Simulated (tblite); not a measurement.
C₄H₉F₃Si.
Bonds: F1–C2, C2–F3, C2–F4, C2–C5, C5–C6, C6–C7, C7–Si8. Hydrogens: H9, H10 on C5; H11, H12 on C6; H13, H14 on C7; H15, H16, H17 on Si8.

Structure optimised with GFN2-xTB, isolated species.

(1) List the bond lengths, angles and torsions at this level.

## Answers

(1) 
```csv
bond,length (Å)
"F1–C2, C2–F3, C2–F4",1.343
C2–C5,1.513
C5–C6,1.531
C6–C7,1.524
C7–Si8,1.906
"C5–H9, C5–H10",1.092
"C6–H11, C6–H12",1.092
"C7–H13, C7–H14",1.092
"Si8–H15, Si8–H16, Si8–H17",1.463
```

Bonds in one row agree within 0.01 Å and their mean is given. A selection of angles:
```csv
angle,degrees
F1–C2–F3,106.4
F1–C2–C5,112.7
F4–C2–C5,112.0
C2–C5–C6,111.5
C5–C6–C7,111.4
C6–C7–Si8,112.6
```

Dihedral angles: F1–C2–C5–C6 60° (synclinal); C2–C5–C6–C7 180° (antiperiplanar); C5–C6–C7–Si8 180° (antiperiplanar).

All 3 C–F bonds measure 1.342 to 1.345 Å. Si8 (SiH3 silicon) is tetrahedral (angles from 108.5° to 110.3°). Of the pairs four or more bonds apart, F1···H11 is among the closest relative to their van der Waals radii: 2.60 Å, 97 % of the sum of Bondi's values.

Point group: Cs (every atom within 0.08 Å of its image). Its GFN2-xTB frequencies are all real (lowest 47 cm⁻¹). One conformer, not necessarily the lowest.

These are computed values.
